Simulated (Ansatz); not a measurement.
`CSB1O[SiH]1N`, charge 0, multiplicity 1.

**Question.** Give a relaxed structure at PBE0-D4/def2-TZVP (Ansatz). (An estimate is asked.)

**Answer.** Ansatz gave: 
```xyz
12

C     0.6876    0.9878    2.3475
S    -0.5257    1.8180    1.2862
B    -0.7837    0.5984    0.0249
O    -1.5879    0.5973   -1.0744
Si   -0.7152   -0.8995   -1.1184
N     0.3985   -1.1767   -2.3630
H     1.5802    1.6080    2.4199
H     0.9433    0.0197    1.9202
H     0.2600    0.8513    3.3400
H    -1.6528   -2.0421   -1.1177
H     0.1878   -1.7633   -3.1530
H     1.2078   -0.5990   -2.5122
```
This is one stationary point; other conformers may exist.
